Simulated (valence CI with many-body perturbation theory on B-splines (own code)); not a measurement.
**Assign the levels of Ne V**

Calculated by valence CI with perturbative core correlation (CI+MBPT): four valence electrons over a frozen Dirac-Fock core [He], a basis of 11 s, 11 p, 9 d, 7 f, 5 g, 2 h, 1 i functions for each j, with the one-electron correlation potential Σ1, the two-electron term Σ2, the three-electron term Σ3, Breit, model QED; selected CI, second order for the rest, scaled by the run's own slope (own B-spline code, finite nucleus).

Against 24 measured levels this calculation errs by 82 cm⁻¹ on average and by 205 at most. These come from a selection out of NIST levels in Podobedova, Fuhr, Reader and Wiese, J. Phys. Chem. Ref. Data 33, 525 (2004). Levels without a partner in it may be off by more. Among the levels kept, up to 260 cm⁻¹ of a level comes from second order outside the variational space, and about a tenth of that is noise between levels of different J, which matters for small intervals. 3 measured levels below the end of the list, from 690000 cm⁻¹ on, found no clear computed partner, and computed levels of the same name lie up to 8653 cm⁻¹ from them.

```
No.  J  Parity  E (eV)      g
  2  1    even   0.051  1.501
  3  2    even   0.137  1.501
  4  2    even   3.768  1.000
  6  2     odd  10.940  2.002
  7  3     odd  21.806  1.334
  8  2     odd  21.815  1.167
  9  1     odd  21.818  0.499
 10  2     odd  25.822  1.501
 11  1     odd  25.822  1.500
 13  2     odd  33.571  1.000
 14  1     odd  34.666  2.001
 15  1     odd  37.705  1.000
 16  2    even  51.181  1.500
 17  1    even  51.279  1.501
```

Energies count from the lowest level. Strongly mixed levels and levels close to another of their J and parity, and those with J = 0 are left out, so the numbers can have gaps.

Question: Give configuration and LS term of each level.

Answer: 2: 2s2 2p2 3P; 3: 2s2 2p2 3P; 4: 2s2 2p2 1D; 6: 2s 2p3 5S°; 7: 2s 2p3 3D°; 8: 2s 2p3 3D°; 9: 2s 2p3 3D°; 10: 2s 2p3 3P°; 11: 2s 2p3 3P°; 13: 2s 2p3 1D°; 14: 2s 2p3 3S°; 15: 2s 2p3 1P°; 16: 2p4 3P; 17: 2p4 3P.
